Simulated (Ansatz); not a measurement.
`[F][Zr]([F])([F])[SH]` + `N=C=O` → `O=C=[N][Zr]([F])([F])[F]` + H₂S  (ligand exchange at a Zr–S bond)

Computed with Ansatz on PBE0-D4/def2-TZVP structures; ΔE is electronic, products minus reactants. CCSD(T)/CBS adds triple-zeta CCSD(T) − MP2 to the extrapolated MP2 energy (def2 sets, frozen cores). This one scheme is used for every species. Elements past krypton have def2 core potentials. For Zr outer-core shells are correlated without core-valence functions, which leaves a few kJ/mol of doubt a bond. One conformer a species, not always the lowest.

```tsv
species	HF/def2-QZVPP energy (Eh)
`[F][Zr]([F])([F])[SH]`	-743.45463
`N=C=O`	-167.84506
`O=C=[N][Zr]([F])([F])[F]`	-512.60360
H₂S	-398.71944
```

**Question.** Work out ΔE.

**Answer.** ΔE = (-512.60360) + (-398.71944) − (-743.45463) − (-167.84506) = -0.02335 Eh = -14.7 kcal/mol. CCSD(T)/CBS gives -10.4 kcal/mol.

Largest T1 diagnostic among the species: 0.018.

Leaving LDA and LC-ωPBE aside and taking each functional with its dispersion term where it has one, the values, not all of them listed here, spread over 3.9 kcal/mol, from BHLYP-D4 to PBE-D4. From PBE to PBE0 (25 % exact exchange), in def2-TZVPP and without D4, ΔE moves by −1.1 kcal/mol.
